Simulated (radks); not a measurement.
The germanium anion Ge4-, [Kr], held by a Watson sphere: a shell of charge +4 at radius R that stands for the Madelung well of a crystal (potential energy -4/R inside, -4/r outside, in hartree with lengths in bohr). All-electron calculation, scalar-relativistic Kohn-Sham, r2SCAN, spin-polarised, spherical densities, finite nucleus; meta-GGA in the generalised Kohn-Sham scheme; Fermi nuclear charge, rms radius of each element as measured or else 0.836 A^(1/3) + 0.57 fm. Program: a radial shooting solver on a logarithmic mesh with Libxc functionals.

[
 {"R (bohr)": "2.25", "e(3d) (eV)": "-30.030", "e(4s) (eV)": "-16.182", "e(4p) (eV)": "-7.752", "<r> 4p (bohr)": "2.542", "sum of <r^2> (bohr^2)": "66.11", "X-ray form factor at sin(theta)/lambda = 0.3 1/angstrom": "21.741"},
 {"R (bohr)": "2.29", "e(3d) (eV)": "-29.823", "e(4s) (eV)": "-15.997", "e(4p) (eV)": "-7.669", "<r> 4p (bohr)": "2.563", "sum of <r^2> (bohr^2)": "66.97", "X-ray form factor at sin(theta)/lambda = 0.3 1/angstrom": "21.744"},
 {"R (bohr)": "2.68", "e(3d) (eV)": "-28.420", "e(4s) (eV)": "-14.367", "e(4p) (eV)": "-6.864", "<r> 4p (bohr)": "2.774", "sum of <r^2> (bohr^2)": "75.88", "X-ray form factor at sin(theta)/lambda = 0.3 1/angstrom": "21.811"},
 {"R (bohr)": "3.03", "e(3d) (eV)": "-27.764", "e(4s) (eV)": "-13.169", "e(4p) (eV)": "-6.185", "<r> 4p (bohr)": "2.967", "sum of <r^2> (bohr^2)": "84.55", "X-ray form factor at sin(theta)/lambda = 0.3 1/angstrom": "21.892"},
 {"R (bohr)": "3.09", "e(3d) (eV)": "-27.686", "e(4s) (eV)": "-12.987", "e(4p) (eV)": "-6.075", "<r> 4p (bohr)": "3.001", "sum of <r^2> (bohr^2)": "86.09", "X-ray form factor at sin(theta)/lambda = 0.3 1/angstrom": "21.905"},
 {"R (bohr)": "4.15", "e(3d) (eV)": "-27.064", "e(4s) (eV)": "-10.695", "e(4p) (eV)": "-4.475", "<r> 4p (bohr)": "3.600", "sum of <r^2> (bohr^2)": "116.2", "X-ray form factor at sin(theta)/lambda = 0.3 1/angstrom": "22.050"},
 {"R (bohr)": "4.66", "e(3d) (eV)": "-26.981", "e(4s) (eV)": "-10.079", "e(4p) (eV)": "-3.926", "<r> 4p (bohr)": "3.898", "sum of <r^2> (bohr^2)": "132.8", "X-ray form factor at sin(theta)/lambda = 0.3 1/angstrom": "22.066"}
]
